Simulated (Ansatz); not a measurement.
System: C6H11, charge 0, multiplicity 2. It need not be the lowest isomer of its formula. SMILES: C(/C)=C(\[CH]C)C
Coordinates optimised at B3LYP-D3(BJ)/def2-TZVP (Ansatz, a program for electronic structure):
```
C
C 1 1.3872
H 2 1.0845 1 116.97
C 1 1.3904 2 120.54 3 0.30
H 4 1.0842 1 117.59 2 -0.75
C 4 1.4929 5 117.69 1 178.95
H 6 1.0898 4 111.23 5 11.91
H 6 1.0945 7 107.79 4 -123.37
H 6 1.0980 7 107.14 8 -113.90
C 2 1.4954 3 117.13 1 179.93
H 10 1.0897 2 110.84 3 -2.14
H 10 1.0953 11 107.39 2 123.01
H 10 1.0960 11 107.26 12 114.09
C 1 1.5110 2 120.66 3 -179.96
H 14 1.0875 1 112.18 2 7.19
H 14 1.0920 15 107.86 1 -122.61
H 14 1.0933 15 107.69 16 -115.02
```
Charge 0, spin multiplicity 2.

Computed values are from Ansatz. Cores are frozen in the correlated levels unless marked. UHF or UKS for open shells. No spin-orbit coupling. Non-relativistic. CBS(X,Y): correlation extrapolated as X^-3; Hartree-Fock from the larger set. [CCSD(T)-MP2]/basis is that difference in the basis named.

| Item | Result |
|---|---|
| atomisation energy De | 1651.3 kcal/mol at RI-MP2/CBS(cc-pVTZ,cc-pVQZ)+[CCSD(T)-MP2]/cc-pVTZ |
| total energy | -234.8790 Eh at RI-MP2/CBS(cc-pVTZ,cc-pVQZ)+[CCSD(T)-MP2]/cc-pVTZ |
| dipole moment | 0.34 D at CCSD(T)/aug-cc-pVDZ |
| T1 diagnostic | 0.022 at CCSD/cc-pVTZ |

The UHF reference is spin-contaminated (<S^2> 0.21 over the pure value in the largest basis).
